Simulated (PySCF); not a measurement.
## W²⁺: excitation energy

W²⁺ [Xe] 4f14 5d4 (5D) → W²⁺ [Xe] 4f14 5d3 6p1 (high-spin determinant), as a difference of total energies. Computed with PySCF 2.14 in aug-cc-pVTZ-PP with ECP60MDF, with a scalar-relativistic core potential. Correlated levels: valence: 5s2 5p6 frozen. The calculations carry no spin-orbit coupling.

```json
{"method": "UHF", "excitation energy (eV)": "7.756"}
{"method": "MP2 (valence)", "excitation energy (eV)": "7.936"}
{"method": "SCS-MP2 (valence)", "excitation energy (eV)": "7.816"}
{"method": "CCSD (valence)", "excitation energy (eV)": "7.856"}
{"method": "CCSD(T) (valence)", "excitation energy (eV)": "7.827"}
```

Task: How much does correlation contribute at CCSD(T) (valence)?

Result: 7.827 − (7.756) = 0.071 eV, measured against UHF.

The determinant of the upper state mixes LS terms, which raises its energy above the lowest term, most at the Hartree-Fock and MP2 levels.
